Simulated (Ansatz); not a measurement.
Consider the formal exchange of groups at a Ge–C bond: `C[CH]([SiH3])[GeH3]` + `O=CCO` → `O=C[CH2][GeH3]` + `CC(O)[SiH3]`.

Gas-phase electronic energies from Ansatz, PBE0-D4/def2-TZVP geometries. CCSD(T)/CBS is the MP2 limit (def2-TZVPP, def2-QZVPP) plus CCSD(T) − MP2 in def2-TZVPP, frozen cores. DFT in def2-TZVPP. B3LYP here is the variant with VWN-RPA as its local correlation; programs differ in this. For Ge outer-core shells are correlated without core-valence functions, which leaves a few kJ/mol of doubt a bond. Scalar relativity is left out up to krypton. One conformer a species, not always the lowest.

```csv
level,ΔE (kcal/mol),difference from CCSD(T)/CBS
PBE-D4,2.9,-0.3
r2SCAN-D4,2.8,-0.4
PBE0-D4,3.3,0.1
B3LYP-D4,2.2,-1.0
ωB97X-V,2.8,-0.4
ωB97M-V,2.9,-0.3
B2PLYP,1.9,-1.3
PBE,2.2,-1.0
r2SCAN,2.6,-0.6
PBE0,2.7,-0.5
B3LYP,1.1,-2.1
HF/def2-TZVPP,1.5,-1.7
MP2/def2-TZVPP,3.4,0.2
SCS-MP2/def2-TZVPP,2.8,-0.4
CCSD/def2-TZVPP,2.9,-0.3
CCSD(T)/def2-TZVPP,3.1,-0.1
HF/def2-QZVPP,1.3,-1.9
MP2/def2-QZVPP,3.4,0.2
SCS-MP2/def2-QZVPP,2.7,-0.5
HF/CBS(def2),1.3,-1.9
MP2/CBS(def2),3.5,0.3
CCSD/CBS(def2),3.0,-0.2
CCSD(T)/CBS,3.2,0
```

Largest T1 diagnostic among the species: 0.014.

The D4 term adds +1.1 kcal/mol with B3LYP and +0.6 kcal/mol with PBE0; it sums over pairs of atoms, weighted by their polarisabilities, and B3LYP, whose exchange is more repulsive, gets the larger term. In def2-TZVPP, CCSD(T) changes the Hartree–Fock value by +1.7 kcal/mol (the triples alone add +0.2 kcal/mol) and MP2 by +1.9 kcal/mol.
